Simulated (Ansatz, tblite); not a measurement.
Forces on the cluster Cs₃⁺ at its PBE0/def2-TZVP geometry. Total charge 1; singlet.

In the def2 sets Cs takes a core potential; there is no spin–orbit coupling. The xTB rows come from tblite. The structure comes from a short search, and lower isomers may exist.

GFN1-xTB (tblite), largest force 0.20 eV/Å:

```xyz
3
positions Å, forces eV/Å
Cs    2.177    1.233   -1.717   -0.145   -0.082    0.114
Cs   -1.498   -2.451   -0.978    0.099    0.163    0.065
Cs   -0.679    1.218    2.695    0.045   -0.081   -0.179
```

GFN2-xTB (tblite), largest force 0.17 eV/Å:

```
Cs -0.123 -0.070 0.097
Cs 0.085 0.139 0.055
Cs 0.038 -0.069 -0.153
```

LDA (SPW92)/def2-TZVP (Ansatz), largest force 0.08 eV/Å:

```
Cs -0.061 -0.034 0.048
Cs 0.042 0.068 0.027
Cs 0.019 -0.034 -0.075
```
